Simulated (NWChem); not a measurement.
Molecule: CH$_{3}$ClF$_{2}$Si; SMILES C[Si](F)(Cl)F

```xyz
8

C     -1.6140    -1.1802     0.0000
Si     0.0339    -0.3423     0.0000
F      0.9073    -0.7722    -1.3011
F      0.9073    -0.7722     1.3011
Cl    -0.1325     1.7076     0.0000
H     -2.1939    -0.8912    -0.8985
H     -2.1939    -0.8912     0.8985
H     -1.4864    -2.2812     0.0000
```
Atoms are numbered in this order, from 1.

Level: PBE-D3(BJ)/def2-SVP (NWChem), optimised geometry, unscaled harmonic frequencies. 

| frequency (cm⁻¹) | IR intensity (km/mol) |
|---|---|
| 130 | 0.0 |
| 173 | 0.3 |
| 191 | 0.4 |
| 245 | 4.4 |
| 283 | 14.9 |
| 319 | 34.8 |
| 526 | 59.0 |
| 713 | 46.5 |
| 762 | 3.8 |
| 787 | 132.8 |
| 889 | 169.2 |
| 949 | 159.4 |
| 1233 | 38.0 |
| 1373 | 6.1 |
| 1376 | 2.9 |
| 2991 | 0.3 |
| 3095 | 0.1 |
| 3099 | 0.0 |

```
Property                                                                           Result
-----------------------------------------------------------------------  ----------------
zero-point energy                                                           27.3 kcal/mol
thermal correction to the enthalpy at 298.15 K (with zero-point energy)     32.1 kcal/mol
heat capacity Cv                                                         21.5 cal/(mol K)
entropy at 298.15 K and 1 atm (symmetry number 1)                        81.2 cal/(mol K)
dipole moment                                                                      2.35 D
```

Rigid rotor and harmonic oscillator.
